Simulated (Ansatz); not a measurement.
C2H7AlO2 can be A, `C[O][Al]([CH3])[OH]`, or B, `C[CH2][Al]([OH])[OH]`.

Gas-phase electronic energies from Ansatz, PBE0-D4/def2-TZVP geometries. CCSD(T)/CBS adds triple-zeta CCSD(T) − MP2 to the extrapolated MP2 energy (def2 sets, frozen cores). Functionals use def2-TZVPP. B3LYP here is the variant with VWN-RPA as its local correlation; programs differ in this. One conformer a species, not always the lowest.

Which is lower in electronic energy at CCSD(T)/CBS, and by how much? (Best estimate.)

Ansatz gave: B, by 10.5 kcal/mol.

Give E(B) − E(A) in kcal/mol with B2PLYP, HF/def2-TZVPP, CCSD(T)/def2-TZVPP, CCSD(T)/def2-SVP, B3LYP, PBE-D4, MP2/def2-TZVPP. (Best estimate.)

Ansatz gave: B2PLYP -9.0, HF/def2-TZVPP -7.0, CCSD(T)/def2-TZVPP -9.9, CCSD(T)/def2-SVP -7.9, B3LYP -8.1, PBE-D4 -9.4, MP2/def2-TZVPP -11.1. None reverses the order clearly.

Does the order hold for the free energy at 298.15 K (harmonic terms from PBE0-D4)? (Estimate.)

The calculation gave: Yes: G(B) − G(A) = -9.2 kcal/mol, for one conformer each. Modes under 60 cm⁻¹, often nearly free rotors, make the harmonic entropy too high.

Largest T1 diagnostic: 0.012.

At CCSD(T), def2-SVP lies +2.6 kcal/mol from the extrapolated value and def2-TZVPP +0.6 kcal/mol. In def2-TZVPP, CCSD(T) changes the Hartree–Fock value by −2.8 kcal/mol (the triples alone add −0.2 kcal/mol) and MP2 by −4.1 kcal/mol.
